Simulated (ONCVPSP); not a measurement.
Tc (Z = 43): ONCV pseudisation with LDA (Perdew-Zunger), scalar-relativistic reference atom.

ONCVPSP 4.0.1 was run on this input:

```
# ATOM AND REFERENCE CONFIGURATION
# atsym  z   nc   nv     iexc    psfile
  Tc 43.00    8    2        3      upf
#
#   n    l    f
    1    0    2.00
    2    0    2.00
    2    1    6.00
    3    0    2.00
    3    1    6.00
    3    2   10.00
    4    0    2.00
    4    1    6.00
    4    2    5.00
    5    0    2.00
#
# PSEUDOPOTENTIAL AND OPTIMIZATION
# lmax
    2
#
#   l,   rc,      ep,       ncon, nbas, qcut
    0    2.70    0.00    4    8    2.50
    1    2.70    0.38    5   10    3.70
    2    1.35    0.00    3    8    8.30
#
# LOCAL POTENTIAL
# lloc, lpopt,  rc(5),   dvloc0
    4    5    0.90    0.00
#
# VANDERBILT-KLEINMAN-BYLANDER PROJECTORs
# l, nproj, debl
    0    2    2.50
    1    2    3.50
    2    2    3.70
#
# MODEL CORE CHARGE
# icmod, fcfact, rcfact
    3    6.00    1.35
#
# LOG DERIVATIVE ANALYSIS
# epsh1, epsh2, depsh
   -2.00    5.00    0.02
#
# OUTPUT GRID
# rlmax, drl
    6.00    0.01
#
# TEST CONFIGURATIONS
# ncnf
    4
# nvcnf
#   n    l    f
    2
    4    2    5.00
    5    0    1.00
#
    2
    4    2    5.00
    5    0    0.00
#
    2
    4    2    4.00
    5    0    0.00
#
    2
    4    2    5.50
    5    0    1.50
#
```

Command:

```bash
oncvpsp.x < Tc.dat > Tc.out
```

Resulting log (shortened: citation, most of the input echo, consistency checks and plot data are left out):

```
ONCVPSP  (Optimized Norm-Conservinng Vanderbilt PSeudopotential)
scalar-relativistic version 4.0.1

#   n    l    f        energy (Ha)
    1    0    2.00    -7.6587237E+02
    2    0    2.00    -1.0929593E+02
    2    1    6.00    -9.7890367E+01
    3    0    2.00    -1.9016777E+01
    3    1    6.00    -1.5273002E+01
    3    2   10.00    -9.1943446E+00
    4    0    2.00    -2.6969624E+00
    4    1    6.00    -1.6683268E+00
    4    2    5.00    -2.5032220E-01
    5    0    2.00    -1.9353340E-01

Reference configufation results
  iterations    24
  all-electron total energy (Ha)   -4.28125756D+03

Begin loop to  construct optimized pseudo wave functions
and semi-local pseudopoentials for all angular momenta

   Wellstate for l =  0  n =  7
     eigenvalue =   2.3065
     asymptotic potential =   2.8065
     half-point radius =  4.2230

Calculating optimized projector #   1

 for l=   0

    Fraction of norm inside rc  0.353043
    Optimizing pswf for qcut=   2.50 a_B^-1,  ecut=   3.14 Ha
    Residual kinetic energy error=  8.09D-04 Ha

    Energy error per electron        Cutoff
         Ha          eV             Ha
         0.01000     0.27211        1.88
         0.00100     0.02721        3.02
         0.00010     0.00272       11.66
         0.00001     0.00027       22.33

Calculating optimized projector #   2

 for l=   0

    Fraction of norm inside rc  0.194552
    Optimizing pswf for qcut=   2.50 a_B^-1,  ecut=   3.14 Ha
    Residual kinetic energy error=  2.36D-01 Ha

    Energy error per electron        Cutoff
         Ha          eV             Ha
         0.01000     0.27211        9.12
         0.00100     0.02721       27.82
         0.00010     0.00272       32.42
         0.00001     0.00027       36.60

WARNING wellstate: moderately localized bound state found for n= 5 l=  1
WARNING scattering state with energy  0.05000000
WARNING will be used for the first projector

   Wellstate for l =  1  n =  5
     eigenvalue =   0.0500
     asymptotic potential =   0.5500
     half-point radius =  4.6696

   Wellstate for l =  1  n =  8
     eigenvalue =   3.5500
     asymptotic potential =   4.0500
     half-point radius =  4.6901

Calculating optimized projector #   1

 for l=   1

    Fraction of norm inside rc  0.297169
    Optimizing pswf for qcut=   3.69 a_B^-1,  ecut=   6.82 Ha
    Residual kinetic energy error=  2.56D-04 Ha

    Energy error per electron        Cutoff
         Ha          eV             Ha
         0.01000     0.27211        1.06
         0.00100     0.02721        2.92
         0.00010     0.00272       22.68
         0.00001     0.00027       44.90

Calculating optimized projector #   2

 for l=   1

    Fraction of norm inside rc  0.160212
    Optimizing pswf for qcut=   3.69 a_B^-1,  ecut=   6.82 Ha
    Residual kinetic energy error=  1.44D-02 Ha

    Energy error per electron        Cutoff
         Ha          eV             Ha
         0.01000     0.27211        9.21
         0.00100     0.02721       51.53
         0.00010     0.00272       59.02
         0.00001     0.00027       65.35

   Wellstate for l =  2  n =  6
     eigenvalue =   3.4497
     asymptotic potential =   3.9497
     half-point radius =  2.9155

Calculating optimized projector #   1

 for l=   2

    Fraction of norm inside rc  0.369983
    Optimizing pswf for qcut=   8.29 a_B^-1,  ecut=  34.38 Ha
    Residual kinetic energy error=  5.91D-06 Ha

    Energy error per electron        Cutoff
         Ha          eV             Ha
         0.01000     0.27211       17.70
         0.00100     0.02721       23.77
         0.00010     0.00272       29.00
         0.00001     0.00027       33.60

Calculating optimized projector #   2

 for l=   2

    Fraction of norm inside rc  0.089101
    Optimizing pswf for qcut=   8.29 a_B^-1,  ecut=  34.38 Ha
    Residual kinetic energy error=  4.89D-05 Ha

    Energy error per electron        Cutoff
         Ha          eV             Ha
         0.01000     0.27211       20.61
         0.00100     0.02721       27.09
         0.00010     0.00272       32.69
         0.00001     0.00027       53.96

Construct Vanderbilt / Kleinmman-Bylander projectors

B matrix Hermiticity error, ll=   0
   1   2   -1.1237E-04

  Orthonormal projector coefficients  1.1563E+01  1.3258E+00

B matrix Hermiticity error, ll=   1
   1   2    1.1956E-04

  Orthonormal projector coefficients  7.2462E+00  8.6101E-01

B matrix Hermiticity error, ll=   2
   1   2   -3.7592E-04

  Orthonormal projector coefficients  6.4906E+00  8.3907E-01

Model core correction analysis
  based on d2Exc/dn_idn_j

d2excae - all-electron derivatives

   -1.818862D-02   -9.226333D-03
   -9.224736D-03   -2.320898D-02

d2excps - pseudofunction derivatives with no core correction

   -3.572949D-02   -1.174555D-02
   -1.174434D-02   -2.442680D-02

rms 2nd derivative error    8.970229E-03

rmatch, rhocmatch    1.6200    1.1568

Teter function model core charge with specified parameters

d2excps - pseudofunction derivatives with core correction

   -2.221962D-02   -9.527089D-03
   -9.525359D-03   -2.308572D-02

rms 2nd derivative error    2.027622E-03

Pseudoatom total energy  -11.709181

Diagnostic tests using Vanderbilt-Kleinman-Bylander pseudopotentials
  1 or more projectors used as specified by nproj input data

   l    rcore       rmatch      e in        delta e   norm test  slope test

   0   2.7097531   2.7920270  -0.1935334  -0.0000004   1.0000111   1.0000350
   0   2.7097531   2.7920270   2.3064666   0.0000322   0.9985196   0.9985196

   1   2.7097531   2.7920270   0.0500000   0.0000013   1.0000431   1.0000431
   1   2.7097531   2.7920270   3.5500000   0.0000606   1.0001653   1.0001653

   2   1.3538294   1.3949346  -0.2503222  -0.0000023   1.0000627   0.9999484
   2   1.3538294   1.3949346   3.4496778   0.0000030   1.0004333   1.0004333

 Testing for bound ghosts
   n   l    E NL Schr. Eq   E Basis Diag.   E Cutoff

       0                       -7.837547     35.49  WARNING - GHOST(-)
   1   0       -0.193534       -0.191646     35.49

       1                       -3.020091     67.77  WARNING - GHOST(-)
   2   1       -0.056140       -0.042186     67.77

   3   2       -0.250325       -0.230916    187.38

 Testing for highly-localized positive-energy ghosts
       l    <radius>/rc     E Basis Diag.   E Cutoff

       0        0.293693        2.257770     35.49  WARNING - GHOST(+)

Test configuration 0

   n   l     f        eae           eps        diff
   1   0  2.0000 -765.87236936
   2   0  2.0000 -109.29592978
   2   1  6.0000  -97.89036673
   3   0  2.0000  -19.01677712
   3   1  6.0000  -15.27300157
   3   2 10.0000   -9.19434457
   4   0  2.0000   -2.69696239
   4   1  6.0000   -1.66832678
   4   2  5.0000   -0.25032220   -0.25032451   -2.30D-06
   5   0  2.0000   -0.19353340   -0.19353384   -4.47D-07

    Total energies and differences
      AE_ref= -4.28125756D+03  AE_tst= -4.28125756D+03  dif=  0.00D+00
      PS_ref= -1.17091814D+01  PS_tst= -1.17091814D+01  dif=  3.20D-14
      PSP excitation error= -3.20D-14

Test configuration 1

   n   l     f        eae           eps        diff
   1   0  2.0000 -766.15446047
   2   0  2.0000 -109.57495093
   2   1  6.0000  -98.16959478
   3   0  2.0000  -19.29647518
   3   1  6.0000  -15.55268519
   3   2 10.0000   -9.47379221
   4   0  2.0000   -2.97762909
   4   1  6.0000   -1.94927877
   4   2  5.0000   -0.52575797   -0.52486175    8.96D-04
   5   0  1.0000   -0.43094591   -0.43160111   -6.55D-04

    Total energies and differences
      AE_ref= -4.28125756D+03  AE_tst= -4.28094770D+03  dif=  3.10D-01
      PS_ref= -1.17091814D+01  PS_tst= -1.13990105D+01  dif=  3.10D-01
      PSP excitation error= -3.17D-04

Test configuration 2

   n   l     f        eae           eps        diff
   1   0  2.0000 -766.47824073
   2   0  2.0000 -109.89430606
   2   1  6.0000  -98.48924925
   3   0  2.0000  -19.61638331
   3   1  6.0000  -15.87256778
   3   2 10.0000   -9.79337273
   4   0  2.0000   -3.29724329
   4   1  6.0000   -2.26865735
   4   2  5.0000   -0.83555809   -0.83423555    1.32D-03

    Total energies and differences
      AE_ref= -4.28125756D+03  AE_tst= -4.28038902D+03  dif=  8.69D-01
      PS_ref= -1.17091814D+01  PS_tst= -1.08388378D+01  dif=  8.70D-01
      PSP excitation error= -1.80D-03

Test configuration 3

   n   l     f        eae           eps        diff
   1   0  2.0000 -767.01665088
   2   0  2.0000 -110.43920459
   2   1  6.0000  -99.03368539
   3   0  2.0000  -20.15513624
   3   1  6.0000  -16.41128776
   3   2 10.0000  -10.33301444
   4   0  2.0000   -3.81217665
   4   1  6.0000   -2.77419702
   4   2  4.0000   -1.29956546   -1.30853381   -8.97D-03

    Total energies and differences
      AE_ref= -4.28125756D+03  AE_tst= -4.27932595D+03  dif=  1.93D+00
      PS_ref= -1.17091814D+01  PS_tst= -9.77256137D+00  dif=  1.94D+00
      PSP excitation error= -5.01D-03

Test configuration 4

   n   l     f        eae           eps        diff
   1   0  2.0000 -765.81282588
   2   0  2.0000 -109.23224681
   2   1  6.0000  -97.82699587
   3   0  2.0000  -18.95447098
   3   1  6.0000  -15.21068896
   3   2 10.0000   -9.13166848
   4   0  2.0000   -2.63981547
   4   1  6.0000   -1.61390346
   4   2  5.5000   -0.20911940   -0.20716359    1.96D-03
   5   0  1.5000   -0.17784116   -0.17857949   -7.38D-04

    Total energies and differences
      AE_ref= -4.28125756D+03  AE_tst= -4.28127949D+03  dif= -2.19D-02
      PS_ref= -1.17091814D+01  PS_tst= -1.17303648D+01  dif= -2.12D-02
      PSP excitation error= -7.50D-04
```

Note: ghosts flagged at negative energy: s at -213.3 eV, p at -82.2 eV; GHOST(+) flagged for s at 61.4 eV. A true bound ghost makes a file unfit for plane-wave use.

The run took about 2.5 s on one core of a shared server CPU.
